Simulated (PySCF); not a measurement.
PySCF input for H2O2S2, SMILES OSSO, B3LYP/pcSseg-2. The structure is a stationary point at B3LYP-D3(BJ)/def2-SVP. One conformer was computed; it need not be the lowest.

```python
import numpy as np
from pyscf import gto, scf, dft
from pyscf.prop.nmr import rks as nmr

mol = gto.M(
    atom='''
    O     1.85684994    0.41964486   -0.69447579
    S     0.92069815   -0.41409705    0.44269294
    S    -0.92069816    0.41409705    0.44269294
    O    -1.85684992   -0.41964486   -0.69447579
    H     1.79435664   -0.07445902   -1.52728073
    H    -1.79435663    0.07445900   -1.52728073
    ''',
    basis='pcSseg-2',
    charge=0,
    spin=0,
    max_memory=1600,
    verbose=3,
)
mf = dft.RKS(mol, xc='b3lyp').density_fit(auxbasis='def2-universal-jkfit')
mf.grids.level = 3
mf.conv_tol = 1e-10
mf.max_cycle = 100
mf.kernel()
n = nmr.NMR(mf)
n.verbose = 2
n.max_cycle_cphf = 60
sigma = n.kernel()
print('atom   isotropic/ppm   span/ppm')
for i, s in enumerate(sigma):
    w = np.linalg.eigvalsh((s + s.T) / 2)
    print(f'{mol.atom_symbol(i):2s}{i + 1:3d} {w.mean():14.3f} {w[2] - w[0]:11.3f}')
```

Output:

```
converged SCF energy = -948.155240083483
atom   isotropic/ppm   span/ppm
O   1        247.056     168.084
S   2       -134.269     425.024
S   3       -134.269     425.024
O   4        247.056     168.084
H   5         28.040      17.966
H   6         28.040      17.966
```

Self-consistency was reached.
